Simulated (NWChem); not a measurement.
System: SiH2O, singlet; SMILES O[SiH]

Here is an NWChem input.

```
start job
memory heap 200 mb stack 900 mb global 1100 mb
geometry units angstroms noautosym nocenter noautoz
  Si     0.139895    -0.633578     0.000000
  H     -1.400700    -0.853776     0.000000
  O      0.127129     1.035637     0.000000
  H     -0.721403     1.492208     0.000000
end
basis spherical
  * library def2-svpd
end
dft
  xc b3lyp
  iterations 150
end
property
  response 1 0.0
end
task dft property
```

Output (shortened):

```
             Northwest Computational Chemistry Package (NWChem) 7.3.0
             --------------------------------------------------------

                             Geometry "geometry" -> ""
                             -------------------------

 Output coordinates in angstroms (scale by  1.889725989 to convert to a.u.)

  No.       Tag          Charge          X              Y              Z
 ---- ---------------- ---------- -------------- -------------- --------------
    1 Si                  14.0000     0.13989500    -0.63357800     0.00000000
    2 H                    1.0000    -1.40070000    -0.85377600     0.00000000
    3 O                    8.0000     0.12712900     1.03563700     0.00000000
    4 H                    1.0000    -0.72140300     1.49220800     0.00000000

 Effective nuclear repulsion energy (a.u.)      49.8482597900

                              NWChem Property Module
                              ----------------------

                                 NWChem DFT Module
                                 -----------------

 Summary of "ao basis" -> "ao basis" (spherical)
 ------------------------------------------------------------------------------
       Tag                 Description            Shells   Functions and Types
 ---------------- ------------------------------  ------  ---------------------
 Si                        def2-svpd                10       24   5s3p2d
 H                         def2-svpd                 4        8   2s2p
 O                         def2-svpd                 9       23   4s3p2d

            General Information
            -------------------
          SCF calculation type: DFT
          Wavefunction type:  closed shell.
          No. of atoms     :     4
          No. of electrons :    24
           Alpha electrons :    12
            Beta electrons :    12
          Charge           :     0
          Spin multiplicity:     1
          Use of symmetry is: off; symmetry adaption is: off
          Maximum number of iterations: 150
          AO basis - number of functions:    63
                     number of shells:    27
          Convergence on energy requested:  1.00D-06
          Convergence on density requested:  1.00D-05
          Convergence on gradient requested:  5.00D-04

              XC Information
              --------------
                         B3LYP Method XC Potential
                     Hartree-Fock (Exact) Exchange  0.200
                        Slater Exchange Functional  0.800 local
                    Becke 1988 Exchange Functional  0.720 non-local
              Lee-Yang-Parr Correlation Functional  0.810
                  VWN I RPA Correlation Functional  0.190 local

             Grid Information
             ----------------
          Grid used for XC integration:  medium
          Radial quadrature: Mura-Knowles
          Angular quadrature: Lebedev.
          Tag              B.-S. Rad. Rad. Pts. Rad. Cut. Ang. Pts.
          ---              ---------- --------- --------- ---------
          Si                  1.10       88           9.0       590
          H                   0.35       45          10.0       434
          O                   0.60       49          10.0       434
          Grid pruning is: on
          Number of quadrature shells:   227
          Spatial weights used:  Erf1

      Superposition of Atomic Density Guess
      -------------------------------------

 Sum of atomic energies:        -364.43171321

      Non-variational initial energy
      ------------------------------

 Total energy =    -364.724763
 1-e energy   =    -603.191916
 2-e energy   =     188.618893
 HOMO         =      -0.228637
 LUMO         =      -0.050434

   convergence    iter        energy       DeltaE   RMS-Dens  Diis-err
 ---------------- ----- ----------------- --------- --------- ---------
 d= 0,ls=0.0,diis     1   -365.7314209115 -4.16D+02  1.92D-02  4.29D-01
 d= 0,ls=0.0,diis     2   -365.6149194732  1.17D-01  1.05D-02  1.60D+00
 d= 0,ls=0.0,diis     3   -365.7805950198 -1.66D-01  1.49D-03  1.40D-02
 d= 0,ls=0.0,diis     4   -365.7820054255 -1.41D-03  3.59D-04  3.68D-04
 d= 0,ls=0.0,diis     5   -365.7820524612 -4.70D-05  7.00D-05  4.29D-06
 d= 0,ls=0.0,diis     6   -365.7820531144 -6.53D-07  1.16D-05  2.90D-07
 d= 0,ls=0.0,diis     7   -365.7820531542 -3.98D-08  2.31D-06  2.80D-09

         Total DFT energy =     -365.782053154216
      One electron energy =     -604.575927400787
           Coulomb energy =      219.155435992704
    Exchange-Corr. energy =      -30.209821536102
 Nuclear repulsion energy =       49.848259789969

 Numeric. integr. density =       24.000003468185

                       DFT Final Molecular Orbital Analysis
                       ------------------------------------

 Vector   10  Occ=2.000000D+00  E=-3.717838D-01
              MO Center=  9.6D-02,  9.0D-01,  3.2D-09, r^2= 9.2D-01
   Bfn.  Coefficient  Atom+Function         Bfn.  Coefficient  Atom+Function
  ----- ------------  ---------------      ----- ------------  ---------------
    39      0.591207  3 O  pz                42      0.409244  3 O  pz
    11      0.132835  1 Si pz                14      0.086361  1 Si pz
     8     -0.074991  1 Si pz                45      0.074512  3 O  pz
    16      0.056081  1 Si d -1

[...]

 DFT Linear Response polarizability / au
 Frequency  =       0.0000000 / au
              X              Y              Z
 -----------------------------------------------
 X      39.9395111      0.1720229      0.0000000
 Y       0.1719700     38.2876220     -0.0000000
 Z       0.0000000     -0.0000000     32.4428114
 -----------------------------------------------
 Eigenvalues =      39.9572349     38.2698982     32.4428114
 Isotropic   =      36.8899815
 Anisotropic =       6.8289314
 -----------------------------------------------

 Magnetic Dipole Response Matrix (nonzero elements):

 Exiting AOResponse driver routine
```

Level: B3LYP/def2-SVPD. Low-valent species are run as closed-shell singlets; no triplet was tried in these runs. Coordinates come from a PBE0/def2-SVP optimisation.
